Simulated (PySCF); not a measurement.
Static response to an electric field

Species: SiCl3(OiPr), C₃H₇Cl₃OSi.
Geometry (PBE0-D3(BJ)/def2-SVP, Å), atoms numbered from 1 in this order:
```xyz
15
C3H7Cl3OSi angstrom
Si     1.1266    0.9438    1.6836
Cl     0.9476    0.6914    3.6935
Cl     3.0878    0.6928    1.1645
Cl     0.5719    2.8464    1.1655
O      0.1593   -0.1377    0.9532
C     -0.5180   -0.0428   -0.3033
C     -1.5632   -1.1360   -0.3234
C      0.4743   -0.1389   -1.4453
H     -1.0199    0.9412   -0.3437
H     -1.0820   -2.1246   -0.2739
H     -2.1607   -1.0815   -1.2452
H     -2.2378   -1.0373    0.5387
H      1.1988    0.6892   -1.4168
H      1.0313   -1.0868   -1.3913
H     -0.0487   -0.0953   -2.4122
```

Level: B3LYP/def2-SVPD (PySCF), static field, nuclei fixed, core orbitals frozen in the response. The polarisability tensor in these axes (au):

```
x   104.55   2.26   3.10
y     2.26  99.00   2.63
z     3.10   2.63 109.43
```

Problem. What are the eigenvalues, a third of the trace, and Δα (Δα² = ½Σ(αi − αj)² over the three pairs)?

Solution. Principal values 97.97, 103.19 and 111.81 au; mean 104.32 au = 15.46 Å³ = 17.20 × 10⁻⁴⁰ C²·m²/J; Δα = 12.11 au (12 % of the mean).

Problem. What is the dipole moment, and where does it point?

Solution. (-1.27, -0.57, -1.93) D, 2.38 D in size, pointing from the negative to the positive side. Measured along this direction, the outermost atoms are Cl2 at the negative end and H11 at the positive end.

Problem. Sum over states: ᾱ = Σ f/ω², ω in Eh. What share falls to these 10 lowest TDDFT singlets (eV, f)? 6.99, 0.0006; 7.26, 0.0003; 7.49, 0.0200; 7.68, 0.0324; 7.90, 0.0577; 7.98, 0.0120; 8.18, 0.0378; 8.21, 0.0417; 8.23, 0.0330; 8.31, 0.0363.

Solution. They add up to 3.13 au, 3.0 % of the 104.32 au; the largest single term is 0.68 au, from the state at 7.90 eV. Terms in order: 0.01, 0.00, 0.26, 0.41, 0.68, 0.14, 0.42, 0.46, 0.36, 0.39 au. Higher excitations give the rest. The strengths listed sum to 0.272.

Problem. Directions of the eigenvectors, and the extent of the frame along each?

Solution. Largest value along (0.45, 0.25, 0.86), where the nuclei span 6.07 Å; middle along (0.86, 0.15, -0.49), 4.53 Å; least along (-0.26, 0.95, -0.15), 4.10 Å. The response follows the extents in order.

Problem. What are the principal values of the traceless quadrupole moment, Θ = ½Σq(3rr − r²1), about the centre of nuclear charge?

Solution. -3.43, -1.90, 5.33 D·Å. The values depend on the origin, since the dipole doesn't vanish. The electronic extent ⟨r²⟩ about the same centre is 1999 bohr², a root-mean-square distance of 2.39 Å for the 98 electrons.

Isolated species at its PBE0-D3(BJ)/def2-SVP geometry (one conformer only).
